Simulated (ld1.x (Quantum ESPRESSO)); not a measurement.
**Reading a pseudo-wave (cadmium (Cd))**

Columns: radius, all-electron u(r) and pseudo u(r) of the 4d shell (level -11.73 eV) of cadmium in the configuration [Kr] 4d10 5s2 5p0; PBE, scalar-relativistic, ultrasoft scheme, ld1.x (Quantum ESPRESSO) 7.5.

```json
{"r (bohr)": "0.178", "all-electron": "0.4579", "pseudo": "-0.0097"}
{"r (bohr)": "0.355", "all-electron": "0.2030", "pseudo": "-0.0702"}
{"r (bohr)": "0.533", "all-electron": "-0.3799", "pseudo": "-0.2049"}
{"r (bohr)": "0.710", "all-electron": "-0.7700", "pseudo": "-0.3936"}
{"r (bohr)": "0.888", "all-electron": "-0.9280", "pseudo": "-0.5874"}
{"r (bohr)": "1.065", "all-electron": "-0.9339", "pseudo": "-0.7273"}
{"r (bohr)": "1.243", "all-electron": "-0.8649", "pseudo": "-0.7804"}
{"r (bohr)": "1.420", "all-electron": "-0.7681", "pseudo": "-0.7487"}
{"r (bohr)": "1.598", "all-electron": "-0.6661", "pseudo": "-0.6652"}
{"r (bohr)": "1.775", "all-electron": "-0.5709", "pseudo": "-0.5709"}
{"r (bohr)": "1.953", "all-electron": "-0.4852", "pseudo": "-0.4852"}
{"r (bohr)": "2.130", "all-electron": "-0.4112", "pseudo": "-0.4112"}
{"r (bohr)": "2.308", "all-electron": "-0.3473", "pseudo": "-0.3473"}
{"r (bohr)": "2.485", "all-electron": "-0.2933", "pseudo": "-0.2933"}
{"r (bohr)": "2.662", "all-electron": "-0.2474", "pseudo": "-0.2474"}
{"r (bohr)": "2.840", "all-electron": "-0.2085", "pseudo": "-0.2085"}
{"r (bohr)": "3.018", "all-electron": "-0.1757", "pseudo": "-0.1757"}
{"r (bohr)": "3.195", "all-electron": "-0.1482", "pseudo": "-0.1482"}
{"r (bohr)": "3.373", "all-electron": "-0.1249", "pseudo": "-0.1249"}
{"r (bohr)": "3.550", "all-electron": "-0.1053", "pseudo": "-0.1053"}
{"r (bohr)": "3.728", "all-electron": "-0.0888", "pseudo": "-0.0888"}
{"r (bohr)": "3.905", "all-electron": "-0.0749", "pseudo": "-0.0749"}
{"r (bohr)": "4.083", "all-electron": "-0.0631", "pseudo": "-0.0631"}
{"r (bohr)": "4.260", "all-electron": "-0.0533", "pseudo": "-0.0533"}
{"r (bohr)": "4.438", "all-electron": "-0.0450", "pseudo": "-0.0450"}
{"r (bohr)": "4.615", "all-electron": "-0.0380", "pseudo": "-0.0380"}
```

Task: How many radial nodes do the two functions have?

Result: The all-electron 4d function has n − l − 1 = 1; the pseudo-wave has 0, since the states of the same l below it are removed with the core.

Task: At about which radius was the pseudo-wave matched?

Result: 1.85 bohr, where the columns begin to agree (steps of 0.18 bohr).

Task: Where does each function peak?

Result: Outermost all-electron maximum near 1.06 bohr, pseudo maximum near 1.24 bohr (to the table’s step).

Task: Is the pseudo-wave norm-conserving?

Result: No, it belongs to an ultrasoft set: the norm inside the radius is not constrained, and the difference is carried by the augmentation charge.
